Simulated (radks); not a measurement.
Spherical quantum dot in the effective-mass picture: electrons in a parabolic well V = omega^2 r^2 / 2 with omega = 3.17, all in effective atomic units (hartree* = m*/eps^2 hartree, bohr* = eps/m* bohr), one dielectric constant everywhere. Method: non-relativistic Kohn-Sham, LDA (Slater exchange, Perdew-Wang correlation), spin-polarised, spherical densities; computed with a radial shooting solver with Libxc functionals. Levels are named by radial order and angular momentum (1s, 1p, 1d, 2s, ...), and open shells are averaged over m. Results are scaled to m* = 0.149 and eps = 11.2, for which hartree* = 32.32 meV and bohr* = 3.978 nm.

N = 24, configuration 1s2 1p6 1d10 2s2 1f(up 4, down 0). This is the lowest configuration that the search found. Occupied and some empty levels:

| level | occupation | eigenvalue (meV) | <r> (nm) |
|---|---|---|---|
| 1s up | 1 | 804.72 | 3.342 |
| 1s down | 1 | 806.35 | 3.314 |
| 1p up | 3 | 863.59 | 4.267 |
| 1p down | 3 | 866.15 | 4.248 |
| 1d up | 5 | 927.64 | 4.940 |
| 1d down | 5 | 930.75 | 4.931 |
| 2s up | 1 | 936.76 | 4.404 |
| 2s down | 1 | 939.07 | 4.414 |
| 1f up | 4 | 996.37 | 5.481 |
| 1f down | 0 | 999.71 | 5.480 |
| 2p up | 0 | 1010.5 | 4.975 |
| 2p down | 0 | 1012.7 | 4.984 |
| 1g up | 0 | 1069.2 | 5.943 |
| 1g down | 0 | 1072.6 | 5.947 |
| 2d up | 0 | 1086.9 | 5.501 |
| 2d down | 0 | 1089.2 | 5.506 |

Energy (meV): total 15076.1, kinetic 2707.0, external 5939.7, Hartree 7083.4, exchange-correlation -653.98.
